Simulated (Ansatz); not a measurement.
BrFH$_{3}$NSi, SMILES `N[SiH](F)Br`, relaxed with RKS PBE0-D4/def2-TZVP in Ansatz from a PBE-D4/def2-SVP geometry. The force threshold is 0.005 eV/Å; the program also tests the step.

Charge 0, multiplicity 1.

Start:

```xyz
7

N    -0.584    0.939    0.201
Si    0.335   -0.411   -0.322
F     1.824    0.091   -0.763
Br    0.716   -1.954    1.260
H    -0.336    1.447    1.053
H    -1.594    0.942    0.044
H    -0.361   -1.054   -1.473
```

```csv
step,energy (eV),largest force (eV/Å),largest move (Å)
1,-82170.3237,1.326,0.000
2,-82170.3699,0.769,0.030
3,-82170.3831,0.123,0.026
4,-82170.3841,0.040,0.010
5,-82170.3844,0.030,0.003
6,-82170.3849,0.028,0.017
7,-82170.3849,0.025,0.006
8,-82170.3850,0.016,0.012
9,-82170.3852,0.058,0.034
10,-82170.3853,0.070,0.020
11,-82170.3854,0.097,0.044
12,-82170.3856,0.069,0.013
13,-82170.3861,0.045,0.050
14 (rejected),-82170.3616,1.042,0.196
15,-82170.3878,0.112,0.098
16,-82170.3913,0.101,0.100
17 (rejected),-82170.3721,1.047,0.146
18,-82170.3948,0.098,0.073
19,-82170.3971,0.112,0.075
20,-82170.3977,0.267,0.070
21,-82170.3988,0.110,0.012
22,-82170.3994,0.022,0.030
23,-82170.3994,0.035,0.013
24,-82170.3995,0.012,0.007
25,-82170.3995,0.001,0.001
```

End:

```xyz
7

N    -0.685    0.768    0.330
Si    0.306   -0.433   -0.314
F     1.679    0.097   -0.926
Br    0.868   -1.803    1.321
H    -0.544    1.148    1.251
H    -1.242    1.366   -0.257
H    -0.383   -1.143   -1.404
```

Hardware: 2 threads of an AMD EPYC 7R13 on a shared host. Wall time 77 s, peak host memory 0.46 GiB.
